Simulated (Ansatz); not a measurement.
Ansatz (a first-principles code) input (PBE/6-31G* with LANL2DZ past Ar): The .json file joins the Basis Set Exchange's 6-31G* for atoms up to Ar and LANL2DZ past it.

Ansatz 0.2 input:
```yaml
crystal:
  periodic: [false, false, false]
  atoms:
    - {symbol: Bi, position_ang: [-0.00000000, 0.00000000, -0.00000000]}
    - {symbol: F, position_ang: [-1.76855758, -1.28239615, 0.00432289]}
    - {symbol: F, position_ang: [-0.22619998, 2.17255446, -0.03457102]}
    - {symbol: F, position_ang: [1.99475756, -0.89015832, 0.03024813]}
basis:
  gaussian:
    orbitals: 6-31Gs+LANL2DZ.json
hamiltonian:
  xc: {name: PBE}
total_charge: -1
magnetization: {spin_polarized: true, initial_magnetization: 1}
output: {forces: true}
```

Output:

```
WARN ansatz: RAYON_NUM_THREADS=1 ignored (pool sized by the plan → 1); use --threads N
Functional definition: PBE
integrals: 0.01 GiB planned
521 factors; their error is unknown
mean field: 0.12 GiB planned
mean field evaluation 1: about -8292.3949 eV, gradient 1.1e1 eV
mean field evaluation 2: about -8288.8935 eV, gradient 3.3e1 eV
mean field evaluation 4: about -8293.0469 eV, gradient 1.6e-1 eV
mean field evaluation 8: about -8293.0169 eV, gradient 3.3e-2 eV
mean field evaluation 16: about -8293.0169 eV, gradient 4.0e-5 eV
mean field -8293.01693024 eV, -304.7627509776 hartree, gradient 4.0e-5 eV, S^2 0.750603; 0 other end points of the search recorded, 0 dependent functions left out
the calculation of the forces begins
reference -8293.01696281 eV, -304.7627521744 hartree; 17, 16 occupied and 36, 37 virtual orbitals, 521 factors
Total energy: -8293.01696281 eV, -304.7627521744 hartree
Atom 0 at    -0.000000     0.000000    -0.000000 Å, force     0.000677     0.000491    -0.000002 eV/Å
Atom 1 at    -1.768558    -1.282396     0.004323 Å, force     0.569438     0.412904    -0.001392 eV/Å
Atom 2 at    -0.226200     2.172554    -0.034571 Å, force     0.072160    -0.699302     0.011122 eV/Å
Atom 3 at     1.994758    -0.890158     0.030248 Å, force    -0.642275     0.285907    -0.009729 eV/Å
Dipole moment:     0.000002     0.000001    -0.000000 e Å
```

The dipole moment of an ion depends on the origin.
